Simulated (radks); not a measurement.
All-electron atom: the rhenium ion Re40+ in [Ar] 3d10 4s2 4p5 (the NIST ground configuration).

All-electron calculation, Dirac Kohn-Sham, relativistic LDA (MacDonald-Vosko exchange, VWN5 correlation), spin-unpolarised, spherical densities, finite nucleus; open shells fill j = l - 1/2 first; Fermi nuclear charge, rms radius 5.3698 fm. Program: a radial shooting solver on a logarithmic mesh with Libxc functionals.

Energy parts (hartree):
total: -15670.5701
kinetic: 17774.8138
electron-nucleus: -36636.5013
Hartree: 3409.3287
exchange-correlation: -218.2113

Orbitals (lengths in bohr, moments of r in powers of bohr; <r^-3> diverges for s and p1/2; r(90%) holds 90 % of the orbital's charge):
orbital  occ.  eigenvalue (hartree)  <r^-3>  r(90%)  small-component weight
1s1/2       2             -2677.830       -  0.0330                7.96e-02
2s1/2       2             -520.1979       -   0.118                1.81e-02
2p1/2       2             -501.2626       -   0.104                1.82e-02
2p3/2       4             -448.9763   16980   0.115                1.64e-02
3s1/2       2             -169.6677       -   0.286                6.15e-03
3p1/2       2             -161.3061       -   0.278                6.10e-03
3p3/2       4             -149.5767    4000   0.297                5.60e-03
3d3/2       4             -135.7020   697.0   0.268                5.47e-03
3d5/2       6             -133.1142   591.1   0.274                5.33e-03
4s1/2       2             -78.67635       -   0.558                2.63e-03
4p1/2       2             -75.08161       -   0.559                2.57e-03
4p3/2       3             -71.32902    1311   0.587                2.42e-03

The highest occupied level is 4p3/2 at -1941.0 eV. Summed over all electrons, <r^2> = 2.031 bohr^2, which gives a Langevin (diamagnetic) susceptibility term of -1.61 x 10^-6 cm^3/mol. The density falls to 0.001 e/bohr^3 at r = 1.02 bohr. For comparison, the ionisation energy in NIST's Atomic Spectra Database is 1966 eV (theoretical). In exact Kohn-Sham theory the highest level is minus the ionisation energy, but local and semilocal functionals leave it too shallow, through self-interaction and a potential that decays too fast; potentials with the right tail come closer.

Beside tabulated values, note that spin-unpolarised runs miss the spin-polarisation part of the exchange energy of open shells.
